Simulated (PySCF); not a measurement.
Ge2H10SSi2.
Geometry (PBE0-D3(BJ)/def2-SVP, Å), atoms numbered from 1 in this order:
```
atom  x, y, z in Å
Si1    2.2889    1.0659   -0.0749
S2     1.1483    0.5707    1.6809
Si3    0.4442   -1.3836    1.0777
Ge4   -0.9925   -1.1575   -0.8148
Ge5   -2.2253    0.9058   -0.5036
H6     3.2623   -0.0218   -0.3905
H7     1.3978    1.2682   -1.2561
H8     3.0092    2.3315    0.2373
H9     1.6044   -2.2933    0.8252
H10   -0.3325   -1.8891    2.2476
H11   -0.1776   -1.1099   -2.1224
H12   -1.9579   -2.3582   -0.8874
H13   -2.8424    0.9275    0.9056
H14   -3.3563    1.0141   -1.5448
H15   -1.2872    2.1138   -0.6621
```

Computed with PySCF at CAM-B3LYP/def2-SVPD, non-relativistic, on one gas-phase PBE0-D3(BJ)/def2-SVP geometry that isn't relaxed in the solvent. The solvent is an IEF-PCM continuum (cavity from Bondi-type radii × 1.2), and excitations are vertical TDDFT with non-equilibrium linear response and a frozen core. The model holds no explicit solvent molecules, cavitation or dispersion. Spin–orbit coupling is left out although an atom past zinc is present.

Gas-phase singlets (H = HOMO, L = LUMO):

```
state  E (eV)  λ (nm)      f  leading configurations
   S1   5.617     221  0.013                 H→L 83%
   S2   6.065     204  0.004    H→L+1 50%, H→L+5 13%
   S3   6.131     202  0.031    H→L+2 30%, H→L+3 19%
   S4   6.551     189  0.093    H→L+2 36%, H→L+3 25%
   S5   6.702     185  0.074    H-1→L 47%, H→L+3 15%
```

Task: How does the list change in acetone (ε = 20.49)?

Result: 
```tsv
state	E (eV)	λ (nm)	f	leading configurations	change by rank (eV)
S1	5.679	218	0.020	H→L 83%	+0.062
S2	6.139	202	0.008	H→L+2 31%, H→L+1 29%	+0.074
S3	6.207	200	0.073	H→L+1 38%, H→L+2 18%	+0.076
S4	6.595	188	0.221	H-1→L 26%, H→L+2 24%	+0.044
S5	6.720	184	0.078	H-1→L 40%, H→L+3 21%	+0.018
```

Task: The ground-state energy changes by -0.053 eV from gas to acetone. By how much does the total energy of gas-phase S1 change?

Result: E(S1) = E(S0) + excitation energy, so it changes by -0.053 + 0.062 = +0.009 eV: it isn't lowered at all, while the ground state is. This is the vertical state, with the slow part of the continuum still set for S0.

Task: How do the frontier levels move from gas to acetone?

Result: 
| orbital | gas (eV) | solvent (eV) | change (eV) |
| --- | --- | --- | --- |
| LUMO+2 | 0.64 | 0.79 | +0.15 |
| LUMO+1 | 0.61 | 0.75 | +0.14 |
| LUMO | 0.24 | 0.35 | +0.11 |
| HOMO | -8.48 | -8.42 | +0.06 |
| HOMO-1 | -9.27 | -9.15 | +0.12 |
| HOMO-2 | -9.81 | -9.72 | +0.09 |
| HOMO-3 | -10.63 | -10.48 | +0.15 |

The HOMO–LUMO gap goes from 8.72 to 8.78 eV.

Time: 92 s of wall time; peak memory 1.3 GiB. Hardware: Arm Neoverse N1, one thread, shared host with 64 logical CPUs at a one-minute load of 57. This is the whole response run at CAM-B3LYP/def2-SVPD in acetone, SCF included.
